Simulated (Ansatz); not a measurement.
A single point on CH₅AlOSi.

```yaml
crystal:
  periodic: [false, false, false]
  atoms:
    - {symbol: Al, position_ang: [-0.910209, 0.977170, -0.870645]}
    - {symbol: Si, position_ang: [1.273681, 0.463600, 0.120323]}
    - {symbol: C, position_ang: [0.242777, -0.829707, 0.987396]}
    - {symbol: O, position_ang: [-0.182602, -0.652519, -0.383096]}
    - {symbol: H, position_ang: [-0.941756, 1.127821, -2.441111]}
    - {symbol: H, position_ang: [-1.972996, 1.519692, 0.168346]}
    - {symbol: H, position_ang: [2.460087, -0.269863, -0.437305]}
    - {symbol: H, position_ang: [-0.517847, -0.550285, 1.713087]}
    - {symbol: H, position_ang: [0.637267, -1.832310, 1.125907]}
basis:
  gaussian: {orbitals: def2-TZVPP}
hamiltonian: {xc: pbe}
correlation: {method: rpa}
```

```sh
$ ansatz run in.yaml --threads 2 --pin off --events-out ev --progress --plain --max-ram 4352MiB
```

Output, abridged:

```
Functional definition: PBE
1265 factors; integrals over basis functions are off by at most 1.7e-3 eV
mean field evaluation 1: about -17619.8027 eV, gradient 6.6e1 eV
mean field evaluation 2: about -17619.7920 eV, gradient 6.6e1 eV
mean field evaluation 4: about -17627.5829 eV, gradient 3.0e1 eV
mean field evaluation 8: about -17629.6199 eV, gradient 4.1e-1 eV
mean field evaluation 16: about -17629.6190 eV, gradient 6.8e-5 eV
mean field -17629.61904752 eV, -647.8765502115 hartree, gradient 1.8e-6 eV, S^2 0.000000; 0 other end points of the search recorded, 0 dependent functions left out
12 core orbitals not correlated: weight in the atoms' cores, before any rotation towards them, 1.000 or more for the frozen orbitals, at most 0.000 for the correlated occupied ones
reference -17591.23723217 eV, -646.4660445134 hartree; 11, 11 occupied and 193, 193 virtual orbitals, 1265 factors
Total energy: -17619.63900744 eV, -647.5097905031 hartree
```

Hardware: 2 threads of an Arm Neoverse V2 on a shared host. Wall time 6 s, peak host memory 0.5 GiB.
